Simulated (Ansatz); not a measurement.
Coupled-cluster diagnostics for Al₄O₆, Ansatz.

Geometry of the singlet (r2SCAN-D4/def2-SVP):

Cartesian coordinates in Å:
```
Al 0.217 0.897 -1.359
Al 0.346 -1.574 -0.321
Al 0.998 0.550 1.184
Al -1.561 0.127 0.496
O -1.315 -1.566 0.190
O -1.455 1.108 -0.934
O -0.610 0.733 1.819
O 1.455 -1.108 0.934
O 0.610 -0.733 -1.819
O 1.315 1.566 -0.190
```

Correlated methods freeze 26 core orbitals. The structure comes from a short search, and lower isomers may exist.

(1) Estimate the CCSD(T) correlation energy, the shares of MP2 and (T), T1 and the reference's ⟨S²⟩ for: charge 0, singlet, own geometry in def2-SVP; charge 1, doublet, vertical in def2-SVP; and the rough time on 4 threads of Arm Neoverse V2 on a shared host.

Results:

(1) 
```csv
state,basis,correlation (eV),MP2 share (%),(T) share (%),T1,⟨S²⟩ (pure),wall time
"charge 0, singlet, own geometry",def2-SVP,-37.166,97.2,2.8,0.019,0.00 (0.00),35 s
"charge 1, doublet, vertical",def2-SVP,-36.408,95.6,3.2,0.044,0.76 (0.75),2.6 min
```
Customary marks for T1 are 0.02 (closed shells), 0.045 (open shells) and about 0.05 (3d metals). T1 exceeds 0.02 in 1 of 2 rows and 0.045 in 0; the higher it lies, the less the single-reference result can be trusted.
